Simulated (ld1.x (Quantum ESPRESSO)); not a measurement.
aluminium (Al): one change to a TM potential, before and after

```json
{
  "Element": "Al (Z = 13)",
  "Generator": "ld1.x (Quantum ESPRESSO) 7.5",
  "Type": "norm-conserving Troullier–Martins (Kleinman–Bylander form)",
  "Functional": "PBEsol",
  "Relativity": "scalar-relativistic",
  "Frozen core": "[Ne]",
  "Valence charge": "3",
  "Reference configuration": "3s2 3p1",
  "Partial waves": "3p (bound): rc 2.15 bohr; 3s (bound): rc 1.65 bohr",
  "Local potential": "the s channel",
  "Core correction": "Bessel-smoothed model core inside 0.95 bohr"
}
```

Change: wave 3s (bound): rc 1.65 bohr becomes 3s (bound): rc 1.10 bohr.

Cutoffs: the cutoffs (Ry, on a coarse ladder) from which the occupation-weighted sum of valence levels, in a spherical-Bessel basis at the reference potential, stays within 10 and 1 mRy of its value at 400 Ry; they do not see the model core or the augmentation charge, which bear on the density cutoff. Errors are all-electron minus pseudo energies relative to the spin-unpolarised reference configuration.

**Question.** Predict the effect on cutoff, ghosts and configuration errors.

**Answer.** The potential gets harder (10 Ry and 30 Ry → 180 Ry and 230 Ry); a bound ghost appears in p, s, which as a rule spoils a file; of the 7 tests that both files solve, the error grows in 7 and shrinks in 0 by more than 15 % and 0.3 meV (median size 2.1 → 6.5 meV); the range in which the s phases agree narrows (upper end 2.8 → -0.3); the range in which the p phases agree narrows (upper end 2.1 → 0.2). A smaller radius makes the pseudo-wave follow the all-electron one further in, where it bends more sharply, so more plane waves are needed. That the errors move this way runs against the usual rule that smaller radii transfer better.

```csv
quantity,base,changed
"cutoff, loose",10 Ry,180 Ry
"cutoff, tight",30 Ry,230 Ry
loose cutoff by channel (10 mRy a level),"p 6 Ry, s 8 Ry","p 6 Ry, s 160 Ry"
bound ghosts,none,"p, s (extra level of the local part)"
"error for 3s2 3p0, meV [ΔE 5.74 eV]",+1.5,+2.1
"error for 3s1 3p0, meV [ΔE 24.91 eV]",+11,+131
"error for 3s2 3p0.5, meV [ΔE 2.07 eV]",+0.3,-1.5
"error for 3s1 3p2, meV [ΔE 5.12 eV]",-2.1,-11
"error for 3s0 3p3, meV [ΔE 10.41 eV]",-8.5,-175
"error for 3s1 3p1, meV [ΔE 11.53 eV]",+3.7,-6.5
"error for 3s2 3p1.3, meV [ΔE -0.57 eV]",+0.1,-0.7
s: phases at 2.35 bohr within 0.05 rad from the reference energy up to (Ry; the scan ends near 5),2.8,-0.3
p: phases at 2.35 bohr within 0.05 rad from the reference energy up to (Ry; the scan ends near 5),2.1,0.2
```

 A true bound ghost makes a file unfit for plane-wave use even where its test errors are small: the radial tests pick states by their node count and pass the ghost by.
